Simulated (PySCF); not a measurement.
**Nonlinear optical response: N-methylbutanamide (N(C(CCC)=O)C, C5H11NO)**

Geometry:
```
atom   x (Å)   y (Å)   z (Å)
  C1  -3.080  -0.359  -0.095
  C2  -1.665  -0.642  -0.571
  C3  -0.605  -0.032   0.327
  C4   0.811  -0.322  -0.142
  O5   1.051  -0.985  -1.132
  N6   1.786   0.221   0.640
  C7   3.185   0.052   0.357
  H8  -3.255  -0.761   0.916
  H9  -3.285   0.724  -0.057
 H10  -3.827  -0.812  -0.764
 H11  -1.490  -1.728  -0.638
 H12  -1.520  -0.266  -1.596
 H13  -0.735   1.064   0.391
 H14  -0.713  -0.404   1.362
 H15   1.510   0.760   1.449
 H16   3.712  -0.465   1.176
 H17   3.260  -0.560  -0.551
 H18   3.687   1.017   0.173
```

Computed with PySCF 2.14.0, quadratic response CAM-B3LYP/aug-cc-pVDZ first hyperpolarisability, Taylor convention, gas phase. Geometry: PBE0-D3(BJ)/def2-SVP.

(1) What is the first hyperpolarisability, and how does it disperse?

(2) Which lowest excitations, dipole and polarisabilities go with it?

Answers

(1) In au, Taylor convention; the vector part is βᵢ = ⅓ Σⱼ (βᵢⱼⱼ + βⱼᵢⱼ + βⱼⱼᵢ); β∥ is 3/5 of the vector part along the dipole, the dipole points from − to +:
| process | λ (nm) | β vector norm | β∥ | β HRS | depolarisation ratio |
| --- | --- | --- | --- | --- | --- |
| static β(0;0,0) | ∞ | 75.0 | -36.2 | 40.1 | 2.84 |
| second harmonic β(−2ω;ω,ω) | 1907 | 76.9 | -36.8 | 41.5 | 2.81 |
| Pockels β(−ω;ω,0) | 1907 | 75.6 | -36.4 | – | – |
| second harmonic β(−2ω;ω,ω) | 1064 | 81.5 | -37.9 | 44.9 | 2.75 |
| Pockels β(−ω;ω,0) | 1064 | 77.0 | -36.8 | – | – |

(2) S1 5.84 eV (f = 0.000); S2 6.02 eV (f = 0.000); S3 6.53 eV (f = 0.009); dipole 3.55 D; isotropic α 75.7 au static, 75.9 au at 1907 nm, 76.3 au at 1064 nm, 76.4 au at 953.5 nm, 78.0 au at 532 nm.
